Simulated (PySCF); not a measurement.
Sb⁺: ionisation energy

Sb⁺ [Kr] 4d10 5s2 5p2 (3P) → Sb²⁺ [Kr] 4d10 5s2 5p1 (2P), as a difference of total energies. Computed with PySCF 2.14 in x2c-TZVPPall with one added diffuse shell each of s, p, d, f type (9s7p5d3f, 76 functions), with scalar relativity by spin-free X2C-1e. Correlated levels: valence: [Kr] 4d10 frozen. The calculations carry no spin-orbit coupling.

```csv
method,ionisation energy (eV)
UHF,15.999
MP2 (valence),16.304
SCS-MP2 (valence),16.241
CCSD (valence),16.337
CCSD(T) (valence),16.358
```

Problem. How much does correlation contribute at CCSD(T) (valence)?

Solution. 16.358 − (15.999) = 0.359 eV, measured against UHF.

The reference lies between the lowest fine-structure levels, while these numbers refer to the centres of the terms.

Errors of the correlated levels include the incompleteness of this basis and the frozen core.

For comparison: 16.626 ± 0.025 eV (measured; NIST Atomic Spectra Database, ionization energies).
